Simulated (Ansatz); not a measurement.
Ideal-gas functions of F2H2MoO3 (`[O]=[Mo]([OH])([OH])([F])[F]`) at 400 K and 1 bar, from an Ansatz frequency run at PBE0-D4/def2-TZVP.

Molar mass 183.95 g/mol, point group C1 (symmetry number 1), electronic degeneracy 1, moments of inertia 176.781, 185.736, 233.905 u Å². Harmonic wavenumbers (cm⁻¹, unscaled): 95, 135, 203, 261, 286, 299, 326, 345, 450, 591, 638, 650, 715, 733, 758, 1108, 3870, 3882.

Use S(trans) = R[1.5 ln M + 2.5 ln T − 1.1517]; rotational temperatures θ = 24.2544 K / I; S(rot) = R[ln(√π/σ · √(T³/θAθBθC)) + 1.5]; for each mode x = 1.438777 ν̃/T, S = R[x/(eˣ − 1) − ln(1 − e⁻ˣ)] and H = RT x/(eˣ − 1); 1 cm⁻¹ = 0.0119627 kJ/mol; R = 8.31446 J/(mol·K).

By hand: the entropy, in J/(mol·K).

Translation 180.0. Rotation: θ = 0.1372, 0.1306, 0.1037 K, giving 118.1. Vibration, mode by mode: 17.28, 14.40, 11.11, 9.14, 8.44, 8.10, 7.45, 7.03, 5.16, 3.45, 3.02, 2.92, 2.43, 2.31, 2.15, 0.78, 0.00, 0.00, in all 105.2. Electronic 0.0. Sum 403.3 J/(mol·K).

By hand: H − E and G − E in kJ/mol, counted from the electronic energy.

Zero-point energy ½ × 15345 × 0.0119627 = 91.8; thermal vibration 23.1; translation, rotation and pV give 4 RT = 13.3. H − E = 128.2 kJ/mol, and G − E = 128.2 − 400 × 403.3/1000 = -33.1 kJ/mol.

Vibration gives 26 % of the entropy, 31.7 J/(mol·K) of it from the modes under 150 cm⁻¹: soft modes count most, and the harmonic formula is weakest for them. The sum counts one conformer and one mirror image; others add a mixing term.
